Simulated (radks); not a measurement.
Values are calculated unless marked as measured or tabulated.
Q: The mean radii <r> (bohr) of the occupied orbitals of an atom or ion are listed with their occupations. Code: a radial shooting solver on a logarithmic mesh with Libxc functionals. Model: Dirac Kohn-Sham, PBE, spin-unpolarised, spherical densities, finite nucleus; Fermi nuclear charge, rms radius of each element as measured or else 0.836 A^(1/3) + 0.57 fm.

| orbital | occ. | <r> |
|---|---|---|
| 1s1/2 | 2 | 0.01687 |
| 2s1/2 | 2 | 0.07047 |
| 2p1/2 | 2 | 0.05798 |
| 2p3/2 | 4 | 0.06653 |
| 3s1/2 | 2 | 0.1833 |
| 3p1/2 | 2 | 0.1735 |
| 3p3/2 | 4 | 0.1892 |
| 3d3/2 | 4 | 0.1648 |
| 3d5/2 | 6 | 0.1696 |
| 4s1/2 | 2 | 0.4068 |
| 4p1/2 | 2 | 0.4091 |
| 4p3/2 | 4 | 0.4430 |
| 4d3/2 | 4 | 0.4512 |
| 4d5/2 | 6 | 0.4622 |
| 5s1/2 | 2 | 0.8997 |
| 4f5/2 | 6 | 0.4897 |
| 4f7/2 | 8 | 0.4962 |
| 5p1/2 | 2 | 0.9546 |
| 5p3/2 | 4 | 1.028 |
| 5d3/2 | 2 | 1.194 |

Name the element and its charge. Open shells, if any, fill j = l - 1/2 first.

A: Z = 79, gold, charge +9: Au9+ in [Xe] 4f14 5d2. The 1s radius gives Z: for a bare nucleus <r> = (2 gamma + 1)/(2Z) with gamma = sqrt(1 - (Z/c)^2), 0.01667 bohr for Z = 79, and screening makes it slightly larger (0.01687 here). The occupations add up to 70, and the charge is Z minus that.
